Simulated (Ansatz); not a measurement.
Calculated with Ansatz (gas phase, PBE0-D4/def2-TZVP geometries, no zero-point term in ΔE). CCSD(T)/CBS is the MP2 limit (def2-TZVPP, def2-QZVPP) plus CCSD(T) − MP2 in def2-TZVPP, frozen cores. This one scheme is used for every species. Functionals use def2-TZVPP. B3LYP here is the variant with VWN-RPA as its local correlation; programs differ in this. For Se outer-core shells are correlated without core-valence functions, which leaves a few kJ/mol of doubt a bond. Scalar relativity is left out up to krypton. One conformer a species, not always the lowest.

`[SeH]C1C[SiH2]1` + `O[SiH](O)F` → `O[Si](O)(F)[SeH]` + `C1C[SiH2]1`  (formal exchange of groups at the Se–C bond)

```csv
level,ΔE (kcal/mol),difference from CCSD(T)/CBS
PBE-D4,-24.1,-1.1
r2SCAN-D4,-25.2,-2.2
PBE0-D4,-24.6,-1.6
ωB97X-V,-23.5,-0.5
ωB97M-V,-24.0,-1.0
B2PLYP,-22.8,0.2
B3LYP,-23.4,-0.4
HF/def2-TZVPP,-23.4,-0.4
SCS-MP2/def2-TZVPP,-21.0,2.0
CCSD/def2-TZVPP,-22.3,0.7
CCSD(T)/def2-TZVPP,-22.0,1.0
MP2/def2-QZVPP,-22.2,0.8
SCS-MP2/def2-QZVPP,-21.5,1.5
HF/CBS(def2),-23.2,-0.2
MP2/CBS(def2),-22.7,0.3
CCSD/CBS(def2),-23.3,-0.3
CCSD(T)/CBS,-23.0,0
```

Largest T1 diagnostic among the species: 0.011.

In def2-TZVPP, CCSD(T) changes the Hartree–Fock value by +1.4 kcal/mol (the triples alone add +0.3 kcal/mol) and MP2 by +1.7 kcal/mol.
